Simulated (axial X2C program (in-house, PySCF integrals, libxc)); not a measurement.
Spin–orbit effects down a group: molecules with Sn, CCSD

Calculated with an axial X2C code built on PySCF integrals, spin-free (one-electron X2C) or two-component (2c: spin–orbit coupling with atomic mean-field Coulomb and Gaunt terms, which also bring small scalar terms), in Dyall basis sets with cores contracted in-house; open shells are unrestricted.

Basis sets: Br dyall-cv3z, Cl dyall-av3z, F dyall-av3z, I dyall-cv3z, Sn dyall-cv3z. Frozen shells (counts by l): SnF Sn 4s3p1d, F 1s, 21 electrons correlated; SnCl Sn 4s3p2d, Cl 2s1p, 11 electrons correlated; SnBr Sn 4s3p1d, Br 3s2p1d, 21 electrons correlated; SnI I 4s3p2d, Sn 4s3p2d, 11 electrons correlated. Coupled cluster in natural virtuals with an MP2 remainder. Where the outer core of a metal is frozen, bonds come out longer and ionisation energies lower. Frozen cores can differ along the series, which adds to the trend.

```tsv
molecule	spin-free state	Re (Å)	ωe (cm⁻¹)	De (eV)	2c state	Re 2c (Å)	ωe 2c (cm⁻¹)	De 2c (eV)
SnF	M_S = 1/2, Λ = 1	1.944	587.3	4.90	Ω = 1/2	1.947	583.8	n/a
SnCl	M_S = 1/2, Λ = 1	2.377	347.8	3.80	Ω = 1/2	2.394	341.9	n/a
SnBr	?	?	?	?	?	?	?	?
SnI	M_S = 1/2, Λ = 1	2.744	194.0	2.72	Ω = 1/2	2.747	192.6	n/a
```

(1) Estimate the 2c Re and ωe of SnBr as the mean of its neighbours in the table.

Each entry is the lowest single determinant of a limited PBE0 search at one distance. De goes to single-determinant-based atoms at the same level (for ions the charge split of lowest energy) and is withheld (n/a) where an atom does not fit its ground term or J level. Main or longest-lived isotopes.

## Answers

(1) Re ≈ 2.571 Å, ωe ≈ 267.2 cm⁻¹. The CCSD runs give the row below, so the estimate misses by 0.046 Å and 22.6 cm⁻¹.

| molecule | spin-free state | Re (Å) | ωe (cm⁻¹) | De (eV) | 2c state | Re 2c (Å) | ωe 2c (cm⁻¹) | De 2c (eV) |
| --- | --- | --- | --- | --- | --- | --- | --- | --- |
| SnBr | M_S = 1/2, Λ = 1 | 2.520 | 246.3 | 3.33 | Ω = 1/2 | 2.524 | 244.7 | n/a |
